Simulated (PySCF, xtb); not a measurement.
Ge(H)2(F)(Et) (C2H7FGe), SMILES [F][GeH2][CH2]C.

GFN2-xTB (xtb) at its own geometry gives an orbital gap of 7.29 eV and a dipole moment of 3.13 D.

Geometry: B3LYP-D3(BJ)/def2-SVP. Other conformers were not sampled.

**Question.** What does PySCF with PBE/def2-TZVP give? (An estimate is asked for; the answer gives what the named calculation found.)

**Answer.** gap 6.60 eV (levels -7.18 and -0.58 eV), dipole 2.35 D.
